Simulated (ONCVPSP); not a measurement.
# Si (Z = 14): ONCV pseudisation with PBE, scalar-relativistic reference atom.

- Element: Si (Z = 14)
- Generator: ONCVPSP 4.0.1
- Type: optimised norm-conserving Vanderbilt (ONCV)
- Functional: PBE
- Relativity: scalar-relativistic
- Frozen core: [Ne]
- Valence charge: 4
- Reference configuration: 3s2 3p2
- Partial waves: 3s: rc 1.65 bohr, ncon 5, nbas 9, qcut 3.2 1/bohr, 2 projectors, debl 2.3 Ha; 3p: rc 1.40 bohr, ncon 5, nbas 9, qcut 5.3 1/bohr, local; d scattering state at 0.03 Ha: rc 1.40 bohr, ncon 4, nbas 9, qcut 7.3 1/bohr, 2 projectors, debl 3.1 Ha
- Local potential: the p channel
- Core correction: Teter function, fcfact 3.25, rcfact 1.7

Poles of the logarithmic derivatives, all-electron (AE) and pseudo (PS). s: poles at 2.4 (AE) and 2.4 (PS) Ha. p: poles at 4.7 (AE) and 3.0 (PS) Ha. d: poles at 3.9 (AE) and 3.9 (PS) Ha. Test radii: s 1.67, p 1.43, d 1.43 bohr.

* Cutoffs needed: 100 Ha and 129 Ha (the cutoffs (Ha) at which the residual kinetic energy of the hardest occupied pseudo-wave falls to 1 and 0.1 mHa per electron)
* Ghost test: no bound ghost flagged; GHOST(+) flags only above 600 eV
* Largest excitation error: -205 meV (all-electron minus pseudo) for 3s1 3p0, out of 4 test configurations
* rms error of d²Exc/dni dnj: 1.68 mHa without and 2.53 mHa with the model core
